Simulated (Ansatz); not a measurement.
`[CH3][Zn][N](C)C` + H₂ → `C[N](C)[ZnH]` + CH₄  (hydrogenolysis of a Zn–C bond)

Computed with Ansatz on PBE0-D4/def2-TZVP structures; ΔE is electronic, products minus reactants. CBS: MP2 limit from def2 TZ/QZ plus the TZ coupled-cluster correction, frozen cores. This one scheme is used for every species. Functionals use def2-TZVPP. B3LYP here is the variant with VWN-RPA as its local correlation; programs differ in this. For Zn outer-core shells are correlated without core-valence functions, which leaves a few kJ/mol of doubt a bond. Scalar relativity is left out up to krypton. Each species was taken in one conformer, which may not be the lowest.

`[CH3][Zn][N](C)C`:

```xyz
14

C    -0.821   -1.338   -2.578
Zn   -0.296   -0.484   -0.933
N     0.197    0.322    0.621
C     0.083    1.732    0.865
C     0.750   -0.379    1.745
H    -1.399   -2.244   -2.378
H     0.051   -1.613   -3.175
H    -1.444   -0.668   -3.176
H     1.061    2.197    1.077
H    -0.342    2.255    0.003
H    -0.565    1.952    1.730
H     1.762   -0.020    2.000
H     0.134   -0.260    2.652
H     0.830   -1.452    1.548
```

H₂:

Z-matrix (Å, degrees):
```
H
H 1 0.746
```

`C[N](C)[ZnH]`:

```xyz
11

C    -0.167   -0.893    0.955
N    -0.042    0.228    0.064
C     0.365   -0.170   -1.255
Zn   -0.362    1.947    0.550
H    -0.477   -0.578    1.955
H    -0.912   -1.623    0.597
H     0.784   -1.440    1.065
H    -0.356   -0.865   -1.717
H     0.457    0.691   -1.923
H     1.341   -0.683   -1.248
H    -0.631    3.387    0.957
```

CH₄:

Cartesian coordinates in Å:
```
C 0.000 0.000 0.000
H -0.961 0.513 0.043
H 0.216 -0.280 -1.031
H -0.038 -0.896 0.619
H 0.782 0.663 0.368
```

| level | ΔE (kJ/mol) | difference from CCSD(T)/CBS |
| --- | --- | --- |
| revPBE-D4 | -38.8 | -1.4 |
| CAM-B3LYP-D4 | -48.3 | -10.9 |
| B2PLYP | -44.9 | -7.5 |
| BLYP | -46.9 | -9.5 |
| B3LYP | -49.8 | -12.4 |
| r2SCANh | -44.1 | -6.7 |
| BHLYP | -55.3 | -17.9 |
| CAM-B3LYP | -50.8 | -13.4 |
| LC-ωPBE | -46.3 | -8.9 |
| RPA@PBE/def2-TZVPP | -41.7 | -4.3 |
| HF/def2-SVP | -71.4 | -34.0 |
| MP2/def2-SVP | -42.5 | -5.1 |
| CCSD/def2-SVP | -52.1 | -14.7 |
| CCSD(T)/def2-SVP | -49.0 | -11.6 |
| HF/def2-TZVPP | -68.8 | -31.4 |
| MP2/CBS(def2) | -29.2 | 8.2 |
| CCSD(T)/CBS | -37.4 | 0 |

(1) What do rigid-rotor, harmonic-oscillator terms from PBE0-D4/def2-TZVP frequencies (298.15 K, 1 bar) make of the CCSD(T)/CBS value? (An estimate is asked.)

Largest T1 diagnostic among the species: 0.015.

## Answers

(1) Computed: ΔZPE = +15.0 kJ/mol, ΔH = -26.9 kJ/mol, ΔS = -12 J/(mol·K), ΔG = -23.5 kJ/mol. Modes under 50 cm⁻¹ make the entropy rough.

From r2SCAN to r2SCAN0 (25 % exact exchange), in def2-TZVPP and without D4, ΔE moves by −3.2 kJ/mol. In def2-TZVPP, CCSD(T) changes the Hartree–Fock value by +27.3 kJ/mol (the triples alone add +4.7 kJ/mol) and MP2 by +35.4 kJ/mol. At CCSD(T), def2-SVP lies −11.6 kJ/mol from the extrapolated value and def2-TZVPP −4.2 kJ/mol.
